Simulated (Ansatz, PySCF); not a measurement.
Mo(NMe)(S)(F)(SH) (CH4FMoNS2), SMILES [SH][Mo](=[S])(=[N]C)[F], multiplicity 1. Atoms are numbered in the order given.

```xyz
10

Mo    -0.0394     0.2855    -0.0562
N     -0.7792    -0.7239    -1.2360
C     -0.8446    -1.7520    -2.2115
H      0.1358    -2.2522    -2.3187
H     -1.5933    -2.5062    -1.9111
H     -1.1495    -1.3395    -3.1887
S      1.9968    -0.3019     0.0769
F     -0.2441     2.0620    -0.5679
S     -1.0593    -0.2847     1.9656
H     -2.2343    -0.6942     1.4326
```

Coordinates come from a r2SCAN-D4/def2-SVP optimisation. The multiplicity is an assumed one; other spin states were not compared. The def2 effective core potentials stand for the cores of Mo; spin–orbit coupling is left out. The values are those of a single conformer.

Two levels are set side by side: PBE-D3(BJ)/def2-SVP (Ansatz, a quantum-chemistry and plane-wave program) and r2SCAN-D4/def2-SVP (Ansatz). Each level has its own optimised geometry; the coordinates shown are those of the second. Frequencies come from the Hessian of PySCF at each geometry. Differences are taken from unrounded values.

```csv
quantity,r2SCAN-D4,PBE-D3(BJ),PBE-D3(BJ) minus r2SCAN-D4
mean bond length (Å),1.569,1.578,0.008
bond Mo1–N2 (Å),1.720,1.729,0.009
bond Mo1–S7 (Å),2.123,2.133,0.010
bond Mo1–F8 (Å),1.860,1.871,0.011
bond Mo1–S9 (Å),2.335,2.342,0.007
bond N2–C3 (Å),1.419,1.420,0.001
bond C3–H4 (Å),1.106,1.114,0.008
bond C3–H5 (Å),1.104,1.113,0.008
bond C3–H6 (Å),1.104,1.112,0.008
bond S9–H10 (Å),1.354,1.364,0.011
highest harmonic wavenumber (cm⁻¹),3104,3025,-79
mean harmonic wavenumber (cm⁻¹),1013,985,-27
zero-point energy (kcal/mol),34.74,33.81,-0.93
```
